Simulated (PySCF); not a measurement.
Excitation energy of O²⁺ by level of theory

O²⁺ [He] 2s2 2p2 (3P) → O²⁺ [He] 2s2 2p1 3s1 (3P), as a difference of total energies. Computed with PySCF 2.14 in aug-cc-pV5Z (7s6p5d4f3g2h, 127 functions), with no relativity, point nucleus. Correlated levels: valence: 1s2 frozen. The calculations carry no spin-orbit coupling.

```tsv
method	excitation energy (eV)
UHF	33.247
LDA	33.428
PBE	33.240
PBE0	33.383
r2SCAN	33.926
LC-wPBE	33.634
TPSS	33.388
TPSSh	33.438
MP2 (valence)	33.325
SCS-MP2 (valence)	33.212
```

**Question.** How much does correlation contribute at MP2 (valence)?

**Answer.** 33.325 − (33.247) = 0.078 eV, measured against UHF.

The promoted electron is Rydberg-like, and one or two diffuse shells describe it only roughly, which tends to raise the upper state.
